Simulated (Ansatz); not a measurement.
AlGaH6NO2P, SMILES `N[PH][Ga]([OH])[O][AlH2]` from Hartree–Fock to CCSD(T)

```xyz
12

N     0.770   -0.874    1.887
P    -0.920   -0.642    1.888
Ga   -1.363    0.217   -0.215
O    -2.986    0.336   -0.948
O    -0.052    0.901   -1.223
Al    1.605    0.865   -1.494
H     1.257   -0.311    2.564
H     1.295   -0.964    1.030
H    -1.370   -1.945    1.536
H    -2.965    0.758   -1.810
H     2.455   -0.270   -0.767
H     2.274    1.931   -2.448
```

The species carries charge 0 and has multiplicity 1. Correlated methods include outer-core shells of Ga, which these sets cover unevenly. Scalar relativity is left out up to krypton. The geometry is a stationary point of PBE0-D4/def2-TZVP. It is one conformer, not always the lowest. Frozen core, restricted reference, the Gaussian-basis code of Ansatz.

| basis | HF (Eh) | MP2 corr. | CCSD corr. | (T) | CCSD(T) total |
| --- | --- | --- | --- | --- | --- |
| def2-SVP | -2713.09511 | ? | ? | -0.02742 | ? |
| def2-TZVPP | -2713.81473 | ? | -1.17986 | ? | ? |
| def2-QZVPP | -2713.88273 | -1.47080 | – | – | – |

Problem. Fill in the withheld values. (Estimate.)

Solution. Ansatz gave: def2-SVP MP2 corr.: -0.93659; def2-SVP CCSD corr.: -0.97148; def2-SVP CCSD(T) total: -2714.09401; def2-TZVPP MP2 corr.: -1.15057; def2-TZVPP (T): -0.04761; def2-TZVPP CCSD(T) total: -2715.04220.
